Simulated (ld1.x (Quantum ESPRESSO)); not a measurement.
# Scattering properties, TM potential for zinc

ld1.x (Quantum ESPRESSO) 7.5 input, shortened:

```
&input
   title='Zn', zed=30., rel=1, dft='REVPBE', iswitch=3,
   config='[Ar] 3d10 4s2 4p0'
 /
 &inputp
   pseudotype=2, tm=.true., lloc=0,
   nlcc=.false.
 /
3
4P  2  1   0.00   0.00  2.20  2.20  0.0
3D  3  2  10.00   0.00  0.95  0.95  0.0
4S  1  0   2.00   0.00  1.50  1.50  0.0
 &test
   configts(1)='3d10 4s2 4p0'
 /
```

The phase is arctan(r·u′/u) with u = r·R(r), unwrapped; energies in Ry, scanned from -3 to 5 Ry. A pole is an energy at which the radial function vanishes at the test radius. The pseudo phase is shifted by a multiple of π to meet the all-electron one at the reference energy, and phase errors are pseudo minus all-electron; the curves can meet again beyond the range given. Levels narrower than the energy grid can be missing from the lists of poles.

```
channel  radius (bohr)  reference energy (Ry)  poles, all-electron  poles, pseudo  unbroken range about the reference energy with phases within 0.05 rad  phase error 1 Ry above the reference energy (rad)
      s           2.41                  -0.43                 1.46           1.37                                                              below 2.7                                             -0.005
      p           2.41                  -0.08                 2.64           2.68                                                        the whole range                                             +0.001
      d           2.41                  -0.74          -0.65, 4.75          -0.65                                                              below 0.8                                             +0.021
```

Phases in the d channel:

```csv
E (Ry),all-electron,pseudo
-3.00,1.343,1.343
-2.76,1.333,1.334
-2.52,1.323,1.324
-2.28,1.310,1.312
-2.04,1.295,1.297
-1.80,1.276,1.279
-1.56,1.250,1.253
-1.32,1.209,1.213
-1.08,1.117,1.123
-0.84,0.432,0.445
-0.60,-1.647,-1.643
-0.36,-1.802,-1.794
-0.12,-1.870,-1.858
0.12,-1.924,-1.907
0.36,-1.980,-1.956
0.60,-2.048,-2.011
0.84,-2.136,-2.079
1.08,-2.261,-2.168
1.32,-2.449,-2.292
1.56,-2.745,-2.473
1.80,-3.172,-2.740
2.04,-3.628,-3.110
2.28,-3.971,-3.515
2.52,-4.192,-3.849
2.76,-4.334,-4.080
3.00,-4.431,-4.236
3.24,-4.501,-4.343
3.48,-4.553,-4.421
3.72,-4.595,-4.479
3.96,-4.629,-4.524
4.20,-4.658,-4.561
4.44,-4.683,-4.591
4.68,-4.706,-4.616
4.92,-4.727,-4.638
```
